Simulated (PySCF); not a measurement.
Correlation energy of Be (beryllium, neutral)

[He] 2s2, closed-shell 1S. Computed with PySCF 2.14 in x2c-TZVPall, with the spin-free X2C one-electron Hamiltonian (Gaussian nucleus). Frozen: 1s2; 2 electrons correlated.

Total MP2 correlation energy: -26.08 mhartree.

Same-spin part 0.00 and opposite-spin part -26.08 mhartree; SCS-MP2 scales them by 1/3 and 6/5 to -31.29 mhartree.

With two correlated electrons CCSD is exact within the correlated space (frozen core and kept virtual orbitals).

```csv
level,correlation energy (mhartree)
CCSD,-45.09
```

Diagnostics: T1 = 0.021, D1 = 0.0290, largest double amplitude 0.149.

Is a single reference adequate?

Mostly. T1 lies below 0.03, but a double amplitude of this size points to a near-degeneracy that CCSD handles and MP2 describes poorly.
